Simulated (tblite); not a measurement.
Run record: tight-binding relaxation, `C=C[C@@H]([Se]C)C1=C[SiH2]C1`.

Computed with GFN2-xTB geometry optimisation, gas phase (tblite 0.8.0). Start geometry: from a force field or distance geometry. A driver script takes a list of jobs; this job's settings line and coordinates (Å) are shown.

Command:
```bash
OMP_NUM_THREADS=1 python probes_run.py task.json out
```

Input:
```
{"job": {"kind": "relax", "xc": "GFN2-xTB", "basis": "xTB"}, "charge": 0, "multiplicity": 1}
C     -1.650800     2.437600     0.477300
C     -1.365600     1.719000    -0.613400
C     -0.965400     0.261000    -0.489800
Se    -0.948900    -0.547200    -2.278900
C     -0.796800    -2.366500    -1.555300
C      0.371100     0.136700     0.141300
C      1.649400     0.571200    -0.230700
Si     2.512900    -0.121300     1.253800
C      0.832500    -0.506600     1.430700
H     -1.631200     2.000500     1.475400
H     -1.940900     3.482000     0.370800
H     -1.411000     2.184800    -1.578400
H     -1.733900    -0.263900     0.137800
H     -0.836400    -3.088500    -2.405400
H      0.169500    -2.476300    -1.033300
H     -1.633800    -2.569600    -0.850000
H      2.020600     1.120200    -1.082200
H      3.343800    -1.292200     0.915000
H      2.983300     0.924400     2.170500
H      0.647500    -1.596500     1.429400
H      0.375300     0.008200     2.315000
```

Output:
```
step      E/eV     max force
  0    -703.87787    7.062
  1    -704.50257    1.541
  2    -704.59916    0.916
  3    -704.69845    0.731
  4    -704.77101    0.711
  5    -704.83665    0.560
  6    -704.86997    0.397
  7    -704.88857    0.293
  8    -704.89976    0.279
  9    -704.91131    0.190
... (96 lines left out)
106    -705.03317    0.021
107    -705.03328    0.025
108    -705.03340    0.025
109    -705.03351    0.029
110    -705.03360    0.028
111    -705.03367    0.020
112    -705.03372    0.019
113    -705.03375    0.012
114    -705.03377    0.010
115    -705.03380    0.010
```

«max force» is the largest atomic force in eV/Å.

Problem. From which step on does the largest force stay under 0.1 eV/Å, and how much energy is left to gain from there?

Solution. From step 63 (0.090 eV/Å), 29.0 meV above the end.

In short: energy lowered by 26.7 kcal/mol over 115 steps; largest atomic force 0.010 eV/Å at the end.

Problem. Give the final coordinates.

Solution. 0.524 Å rms from the input after alignment:
```
atom  x, y, z in Å
C1    -2.1787    2.4787    0.2306
C2    -1.1748    1.8518   -0.3565
C3    -0.9151    0.3925   -0.2205
Se4   -1.2460   -0.4666   -2.0259
C5    -0.6657   -2.2630   -1.5233
C6     0.4734    0.1177    0.2220
C7     1.6503    0.3869   -0.3641
Si8    2.6801   -0.3313    1.0398
C9     0.8265   -0.5403    1.5338
H10   -2.8940    1.9562    0.8449
H11   -2.3267    3.5397    0.1237
H12   -0.4620    2.3902   -0.9678
H13   -1.6434   -0.0738    0.4514
H14   -0.8293   -2.9080   -2.3822
H15    0.3910   -2.2369   -1.2666
H16   -1.2592   -2.6097   -0.6801
H17    1.7996    0.8480   -1.3275
H18    3.4049   -1.5744    0.7780
H19    3.4511    0.5891    1.8702
H20    0.4367   -1.5536    1.6239
H21    0.4723    0.0240    2.3957
```

The run took 2.1 s of wall time on an Arm Neoverse N1 with one thread, on a shared host.
Labels such as C1 count atoms from 1, the log's own numbers from 0.
